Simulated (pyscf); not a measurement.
# Concerted two-bond exchange: [H₃C–Ga–Cl]• → [Cl–CH₂–GaH]•

Gas phase, doublet surface, charge 0. Bonds broken: Ga1–Cl2, C3–H4. Bonds formed: Ga1–H4, Cl2–C3. PySCF, gas phase, ωB97X-D3(BJ)/def2-SVP geometries. MP2 and CC: frozen core, UHF for open shells. ΔMP2 is the change of the MP2 total energy from the triple- to the quadruple-zeta basis.

Transition state (Å):

```xyz
6

Ga    -0.9664     1.7230    -0.2784
Cl     1.9741     0.9734    -0.3325
C      0.4639    -0.0529    -0.0186
H     -1.1397    -0.0361     0.1003
H      0.4597    -0.8339    -0.7900
H      0.5904    -0.4815     0.9840
```

One imaginary mode, 535i cm⁻¹; descent along it reached the two sides named, in the forms told below.

| bond | change | reactant side (Å) | saddle | product side |
|---|---|---|---|---|
| Ga1–Cl2 | breaks | 2.181 | 3.0 | 3.2 |
| C3–H4 | breaks | 1.098 | 1.608 | 3.1 |
| Ga1–H4 | forms | 2.6 | 1.808 | 1.600 |
| Cl2–C3 | forms | 3.5 | 1.853 | 1.788 |

Electronic energies relative to the reactant's lowest minimum found (kJ/mol):

| level | barrier | reaction energy | reverse barrier |
|---|---|---|---|
| ωB97X-D3(BJ)/def2-TZVP | 368.1 | +222.9 | 145.2 |
| PBE/def2-TZVP | 320.6 | +214.7 | 105.9 |
| r²SCAN/def2-TZVP | 349.9 | +222.0 | 128.0 |
| B3LYP-D3(BJ)/def2-TZVP | 335.9 | +221.0 | 114.9 |
| PBE0-D3(BJ)/def2-TZVP | 347.0 | +218.7 | 128.3 |
| M06-2X/def2-TZVP | 374.1 | +226.3 | 147.9 |
| ωB97M-D3(BJ)/def2-TZVP | 352.3 | +218.7 | 133.6 |
| HF/def2-TZVP | 415.7 | +229.2 | 186.6 |
| MP2/def2-QZVPP | 374.6 | +223.9 | 150.7 |
| CCSD/def2-TZVPP | 372.3 | +220.5 | 151.7 |
| CCSD(T)/def2-TZVPP | 362.7 | +218.6 | 144.1 |
| CCSD(T)/def2-TZVPP + ΔMP2(QZVPP) | 353.6 | +219.1 | 134.5 |

With CCSD(T)/def2-TZVPP + ΔMP2(QZVPP) energies and thermal terms (ideal gas, 1 atm, RRHO with modes under 100 cm⁻¹ raised to 100, one conformer, R ln 2 for chiral ones without a mode under 150 cm⁻¹), in kJ/mol:

| T (K) | ΔH‡ | ΔG‡ | ΔH | ΔG |
|---|---|---|---|---|
| 298 | 334.8 | 333.3 | +210.0 | +212.1 |
| 600 | 334.7 | 331.8 | +210.4 | +214.1 |
| 900 | 334.5 | 330.4 | +211.4 | +215.7 |
| 1200 | 333.9 | 329.1 | +212.4 | +217.0 |

On the product side the descent ends in a point that may be a rotor saddle (no frequency run), 7.1 kJ/mol over the lowest minimum found and 138.1 kJ/mol under the saddle at ωB97X-D3(BJ)/def2-TZVP. This saddle turned up in a search for another step; its sides and bond changes are read from the two ends of the descent. The same reactants have a lower exit, to •H₂C–GaH–Cl (barrier +279.0 kJ/mol at ωB97M-D3(BJ)/def2-TZVP, against +352.3 kJ/mol here). This is the saddle that the search found; another between the same sides may lie lower. The CCSD(T) − MP2 part came from Ansatz, without density fitting, on the same reference. The frozen core leaves the outer d or s,p core shells of the metals and heavy elements correlated in the MP2 and CC values, and def2-TZVPP describes them poorly, which can shift differences by a few kcal/mol. Elements up to Kr have no core potential and no relativistic terms here.
